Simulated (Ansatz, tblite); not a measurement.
Removing an electron: Mg3N2⁻. Charge -1, multiplicity 2. Geometry: B3LYP-D4/def2-SVPD. Ansatz, gas phase; energy differences of separate SCF runs; the oxidised species is a singlet (the triplet lies 1.13 eV higher at PBE0-D4/def2-TZVPD).

Cartesian coordinates in Å:
```
Mg 0.498 -2.698 -0.078
Mg 1.749 2.475 0.425
Mg -2.663 -0.301 -0.445
N -0.252 0.621 -0.004
N 0.669 -0.097 0.102
```

The xTB rows come from tblite. The order of the spin states hangs on the level: the quartet lies 0.44 eV below the doublet at r2SCAN-D4/def2-TZVPD, but 0.20 eV above it at PBE-D4/def2-TZVPD. The structure comes from a short search, and lower isomers may exist.

Task: Estimate orbital energies and vertical ionisation energies at: GFN1-xTB; GFN2-xTB; PBE-D4/def2-TZVPD; r2SCAN-D4/def2-TZVPD; PBE0-D4/def2-TZVPD.

Result: 
```
               level  −HOMO (eV)  vertical IE (eV)  −LUMO (eV)  HOMO–LUMO gap (eV)                       remarks
            GFN1-xTB           –              5.16           –                   –                             –
            GFN2-xTB           –              2.71           –                   –                             –
   PBE-D4/def2-TZVPD       -0.65              1.33       -1.24                0.59  HOMO above zero (-1 doublet)
r2SCAN-D4/def2-TZVPD       -0.38              1.49       -1.32                0.94  HOMO above zero (-1 doublet)
  PBE0-D4/def2-TZVPD        0.23              1.52       -1.80                2.03                             –
```

  A HOMO above zero means that the electron is unbound at that level or that self-interaction error raises the level; the energy of removing that electron tells which. HOMO and LUMO are the levels of the spin that leaves or enters (xTB has no such levels and no spin-polarisation term). Other spin states of the ions may lie lower, which would lower the ionisation energy or raise the affinity. Raw xTB energy differences between charge states are shifted by several eV; the methods need an empirical correction for them.
